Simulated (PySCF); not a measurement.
# From computed data to an observable: oscillator strength and radiative lifetime

C2H5O2, SMILES O(C=[OH+])C, charge +1.

Coordinates come from a B3LYP-D3(BJ)/def2-SVP optimisation. The isomer is the one that the SMILES or the coordinates give; other isomers of the formula were not compared. The values are those of a single conformer.

TDDFT-PBE0/def2-SVPD (PySCF) puts the first singlet state with f over 0.02 at 8.00 eV (vertical), with the transition dipole (-0.019, -0.885, 0.000) in atomic units.

Q: Find the oscillator strength, the wavelength and the radiative lifetime that this transition would have in vacuum if emission retraced absorption.

A: 
|μ|² = 0.7836 au, so |μ| = 2.25 D. ΔE = 8.00/27.211 = 0.2940 hartree. f = (2/3) ΔE |μ|² = 0.154 (the program prints 0.154).
λ = 1239.84/8.00 = 155 nm; ν = 64524 cm⁻¹.
Einstein's coefficient A = 0.6670 ν² f s⁻¹ (ν in cm⁻¹) = 4.3e8 s⁻¹, so τ = 1/A = 2.3 ns. This state is S2; the lower singlet has f = 0.000. The figure is the radiative limit of this one transition; relaxation, internal conversion, crossing to triplets and a medium change what is measured.
